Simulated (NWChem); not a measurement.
System: BH$_{2}$OF; SMILES OBF

Input file for NWChem:

```
start job
memory heap 200 mb stack 900 mb global 1100 mb
geometry units angstroms
  B     -0.372171    -0.245691    -0.210991
  H     -1.305037    -0.686522    -0.778721
  F     -0.142788     1.051641    -0.335419
  O      0.481511    -0.922263     0.548376
  H      0.345067    -1.860933     0.659420
end
basis spherical
  * library def2-svp
end
dft
  xc xpbe96 cpbe96
  disp vdw 4
  iterations 150
end
driver
  maxiter 120
end
task dft optimize
task dft freq
```

NWChem printed, in part:

```
             Northwest Computational Chemistry Package (NWChem) 7.3.0
             --------------------------------------------------------

 CS  symmetry detected

                             Geometry "geometry" -> ""
                             -------------------------

 Output coordinates in angstroms (scale by  1.889725989 to convert to a.u.)

  No.       Tag          Charge          X              Y              Z
 ---- ---------------- ---------- -------------- -------------- --------------
    1 B                    5.0000    -0.45720892    -0.02088379     0.00000000
    2 H                    1.0000    -1.63307581    -0.08588647     0.00000000
    3 F                    9.0000     0.21410445    -1.16128178     0.00000000
    4 O                    8.0000     0.27168838     1.08901241     0.00000000
    5 H                    1.0000    -0.18132673     1.92974210     0.00000000

 Effective nuclear repulsion energy (a.u.)      64.7456356053

      Symmetry information
      --------------------

 Group name             Cs
 Group number              2
 Group order               2
 No. of unique centers     5

                                Z-matrix (autoz)
                                --------

 Units are Angstrom for bonds and degrees for angles

      Type          Name      I     J     K     L     M      Value
      ----------- --------  ----- ----- ----- ----- ----- ----------
    1 Stretch                  1     2                       1.17766
    2 Stretch                  1     3                       1.32332
    3 Stretch                  1     4                       1.32784
    4 Stretch                  4     5                       0.95501
    5 Bend                     1     4     5               118.38870
    6 Bend                     2     1     3               117.31974
    7 Bend                     2     1     4               126.45806
    8 Bend                     3     1     4               116.22220
    9 Torsion                  2     1     4     5           0.00000
   10 Torsion                  3     1     4     5         180.00000

  pbe96 is a nonlocal functional; adding pw91lda local functional.

                           NWChem Geometry Optimization
                           ----------------------------

 maximum gradient threshold         (gmax) =   0.000450
 rms gradient threshold             (grms) =   0.000300
 maximum cartesian step threshold   (xmax) =   0.001800
 rms cartesian step threshold       (xrms) =   0.001200
 fixed trust radius                (trust) =   0.300000
 source of zmatrix                         =   autoz

          -------------------
          Energy Minimization
          -------------------

 Using diagonal initial Hessian
 Scaling for Hessian diagonals: bonds = 1.00  angles = 0.25  torsions = 0.10

          --------
          Step   0

                                 NWChem DFT Module
                                 -----------------

 Summary of "ao basis" -> "ao basis" (spherical)
 ------------------------------------------------------------------------------
       Tag                 Description            Shells   Functions and Types
 ---------------- ------------------------------  ------  ---------------------
 B                          def2-svp                 6       14   3s2p1d
 H                          def2-svp                 3        5   2s1p
 F                          def2-svp                 6       14   3s2p1d
 O                          def2-svp                 6       14   3s2p1d

      Symmetry analysis of basis
      --------------------------

        a'         38
        a"         14

            General Information
            -------------------
          SCF calculation type: DFT
          Wavefunction type:  closed shell.
          No. of atoms     :     5
          No. of electrons :    24
           Alpha electrons :    12
            Beta electrons :    12
          Charge           :     0
          Spin multiplicity:     1
          Use of symmetry is: on ; symmetry adaption is: on
          Maximum number of iterations: 150
          AO basis - number of functions:    52
                     number of shells:    24
          Convergence on energy requested:  1.00D-06
          Convergence on density requested:  1.00D-05
          Convergence on gradient requested:  5.00D-04

              XC Information
              --------------
          PerdewBurkeErnzerhof Exchange Functional  1.000
            Perdew 1991 LDA Correlation Functional  1.000 local
           PerdewBurkeErnz. Correlation Functional  1.000 non-local

             Grid Information
             ----------------
          Grid used for XC integration:  medium
          Radial quadrature: Mura-Knowles
          Angular quadrature: Lebedev.
          Tag              B.-S. Rad. Rad. Pts. Rad. Cut. Ang. Pts.
          ---              ---------- --------- --------- ---------
          B                   0.85       49           8.0       434
          H                   0.35       45           8.0       434
          F                   0.50       49           9.0       434
          O                   0.60       49           7.0       434
          Grid pruning is: on
          Number of quadrature shells:   237
          Spatial weights used:  Erf1

           DFT-D3BJ Model
          s6 scale factor  :        1.000000000000
          s8 scale factor  :        0.787500000000
          a1 parameter     :        0.428900000000
          a2 parameter     :        4.440700000000
              vdW contrib  :       -0.001570957312

      Superposition of Atomic Density Guess
      -------------------------------------

 Sum of atomic energies:        -199.48621792

      Non-variational initial energy
      ------------------------------

 Total energy =    -200.421004
 1-e energy   =    -403.196019
 2-e energy   =     138.029379
 HOMO         =      -0.460252
 LUMO         =       0.069881

      Symmetry analysis of molecular orbitals - initial
      -------------------------------------------------

  Numbering of irreducible representations:

     1 a'          2 a"

  Orbital symmetries:

     1 a'          2 a'          3 a'          4 a'          5 a'
     6 a'          7 a'          8 a"          9 a'         10 a'
    11 a"         12 a'         13 a"         14 a'         15 a'
    16 a'         17 a'         18 a'         19 a"         20 a'
    21 a'         22 a'

   convergence    iter        energy       DeltaE   RMS-Dens  Diis-err
 ---------------- ----- ----------------- --------- --------- ---------
 d= 0,ls=0.0,diis     1   -200.7679718549 -2.66D+02  2.76D-02  6.92D-01
 d= 0,ls=0.0,diis     2   -200.6422574512  1.26D-01  1.58D-02  2.27D+00
 d= 0,ls=0.0,diis     3   -200.8500631416 -2.08D-01  1.69D-03  1.43D-02
 d= 0,ls=0.0,diis     4   -200.8511820379 -1.12D-03  6.92D-04  1.56D-03
 d= 0,ls=0.0,diis     5   -200.8512662702 -8.42D-05  2.86D-04  9.43D-04
  Resetting Diis
 d= 0,ls=0.0,diis     6   -200.8513481254 -8.19D-05  4.98D-05  7.62D-06
 d= 0,ls=0.0,diis     7   -200.8513490470 -9.22D-07  1.77D-05  3.66D-07
 d= 0,ls=0.0,diis     8   -200.8513490381  8.97D-09  9.83D-06  4.86D-07

         Total DFT energy =     -200.851349038061
      One electron energy =     -405.534892698476
           Coulomb energy =      163.630510265973
    Exchange-Corr. energy =      -23.691031253579
 Nuclear repulsion energy =       64.745635605333

    Dispersion correction =       -0.001570957312

 Numeric. integr. density =       24.000000148459

                  Occupations of the irreducible representations
                  ----------------------------------------------

                     irrep           alpha         beta
                     --------     --------     --------
                     a'               10.0         10.0
                     a"                2.0          2.0

                       DFT Final Molecular Orbital Analysis
                       ------------------------------------

 Vector   10  Occ=2.000000D+00  E=-3.423248D-01  Symmetry=a'
              MO Center=  2.4D-01, -1.7D-01, -1.5D-14, r^2= 1.8D+00
   Bfn.  Coefficient  Atom+Function         Bfn.  Coefficient  Atom+Function
  ----- ------------  ---------------      ----- ------------  ---------------
    23      0.397293  3 F  px                37      0.362090  4 O  px
    24      0.320442  3 F  py                26     -0.263897  3 F  px
    36      0.261696  4 O  s                 40      0.220795  4 O  px
    27     -0.206709  3 F  py                48     -0.167125  5 H  s
    35      0.163344  4 O  s                  8     -0.086107  1 B  py

[...]

      ----------------------
      Optimization converged
      ----------------------

  Step       Energy      Delta E   Gmax     Grms     Xrms     Xmax
  ---- ---------------- -------- -------- -------- -------- --------
@    5    -200.85370236 -2.8D-07  0.00003  0.00002  0.00042  0.00095
                                     ok       ok       ok       ok

                                Z-matrix (autoz)
                                --------

 Units are Angstrom for bonds and degrees for angles

      Type          Name      I     J     K     L     M      Value     Gradient
      ----------- --------  ----- ----- ----- ----- ----- ---------- ----------
    1 Stretch                  1     2                       1.21893    0.00002
    2 Stretch                  1     3                       1.33377   -0.00002
    3 Stretch                  1     4                       1.35531   -0.00003
    4 Stretch                  4     5                       0.97282   -0.00001
    5 Bend                     1     4     5               111.95029    0.00000
    6 Bend                     2     1     3               119.05403   -0.00002
    7 Bend                     2     1     4               123.79533    0.00000
    8 Bend                     3     1     4               117.15064    0.00002
    9 Torsion                  2     1     4     5           0.00000    0.00000
   10 Torsion                  3     1     4     5         180.00000    0.00000

                         Geometry "geometry" -> "geometry"
                         ---------------------------------

 Output coordinates in angstroms (scale by  1.889725989 to convert to a.u.)

  No.       Tag          Charge          X              Y              Z
 ---- ---------------- ---------- -------------- -------------- --------------
    1 B                    5.0000    -0.43244562    -0.02851769     0.00000000
    2 H                    1.0000    -1.65134651    -0.03659536     0.00000000
    3 F                    9.0000     0.22299102    -1.19013102     0.00000000
    4 O                    8.0000     0.31393455     1.10275535     0.00000000
    5 H                    1.0000    -0.23895207     1.90319121     0.00000000

 Effective nuclear repulsion energy (a.u.)      63.7317657880

      Symmetry information
      --------------------

 Group name             Cs
 Group number              2
 Group order               2
 No. of unique centers     5

                Final and change from initial internal coordinates
                --------------------------------------------------

                                Z-matrix (autoz)
                                --------

 Units are Angstrom for bonds and degrees for angles

      Type          Name      I     J     K     L     M      Value       Change
      ----------- --------  ----- ----- ----- ----- ----- ---------- ----------
    1 Stretch                  1     2                       1.21893    0.04127
    2 Stretch                  1     3                       1.33377    0.01045
    3 Stretch                  1     4                       1.35531    0.02747
    4 Stretch                  4     5                       0.97282    0.01781
    5 Bend                     1     4     5               111.95029   -6.43841
    6 Bend                     2     1     3               119.05403    1.73429
    7 Bend                     2     1     4               123.79533   -2.66273
    8 Bend                     3     1     4               117.15064    0.92844
    9 Torsion                  2     1     4     5           0.00000    0.00000
   10 Torsion                  3     1     4     5         180.00000    0.00000

 ==============================================================================
                                internuclear distances
 ------------------------------------------------------------------------------
       center one      |      center two      | atomic units |  angstroms
 ------------------------------------------------------------------------------
    2 H                |   1 B                |     2.30344  |     1.21893
    3 F                |   1 B                |     2.52046  |     1.33377
    4 O                |   1 B                |     2.56116  |     1.35531
    5 H                |   4 O                |     1.83837  |     0.97282
 ------------------------------------------------------------------------------
                         number of included internuclear distances:          4
 ==============================================================================

[second-derivative integrals and response iterations left out]

  Vibrational analysis via the FX method

  See chapter 2 in "Molecular Vibrations" by Wilson, Decius and Cross

  Vib: Default input used

[...]

 Rotational Constants
 --------------------
 A=   2.327858 cm-1  (  3.349193 K)
 B=   0.338619 cm-1  (  0.487186 K)
 C=   0.295617 cm-1  (  0.425318 K)

 Temperature                      =   298.15K
 frequency scaling parameter      =   1.0000

 Zero-Point correction to Energy  =   18.522 kcal/mol  (  0.029517 au)
 Thermal correction to Energy     =   20.641 kcal/mol  (  0.032893 au)
 Thermal correction to Enthalpy   =   21.233 kcal/mol  (  0.033837 au)

 Total Entropy                    =   60.490 cal/mol-K
   - Translational                =   37.515 cal/mol-K (mol. weight =  48.0183)
   - Rotational                   =   21.455 cal/mol-K (symmetry #  =        1)
   - Vibrational                  =    1.520 cal/mol-K

 Cv (constant volume heat capacity) =    9.831 cal/mol-K
   - Translational                  =    2.979 cal/mol-K
   - Rotational                     =    2.979 cal/mol-K
   - Vibrational                    =    3.872 cal/mol-K

[normal modes left out]

 ----------------------------------------------------------------------------
 Normal Eigenvalue ||           Projected Infra Red Intensities
  Mode   [cm**-1]  || [atomic units] [(debye/angs)**2] [(KM/mol)] [arbitrary]
 ------ ---------- || -------------- ----------------- ---------- -----------
    1       -0.000 ||    0.002179           0.050         2.124       0.337
    2       -0.000 ||    0.000245           0.006         0.239       0.038
    3       -0.000 ||    0.008509           0.196         8.295       1.316
    4       -0.000 ||    0.001816           0.042         1.771       0.281
    5       -0.000 ||    0.005085           0.117         4.958       0.787
    6        0.000 ||    0.000001           0.000         0.001       0.000
    7      509.400 ||    0.004597           0.106         4.481       0.711
    8      572.008 ||    0.078114           1.802        76.149      12.085
    9      904.438 ||    0.060781           1.402        59.252       9.404
   10      935.669 ||    0.124534           2.873       121.402      19.267
   11     1076.369 ||    0.006995           0.161         6.819       1.082
   12     1185.482 ||    0.137953           3.183       134.483      21.343
   13     1450.018 ||    0.304377           7.022       296.722      47.091
   14     2559.860 ||    0.148459           3.425       144.725      22.968
   15     3769.389 ||    0.085901           1.982        83.741      13.290
 ----------------------------------------------------------------------------
```

Level: PBE-D3(BJ)/def2-SVP.
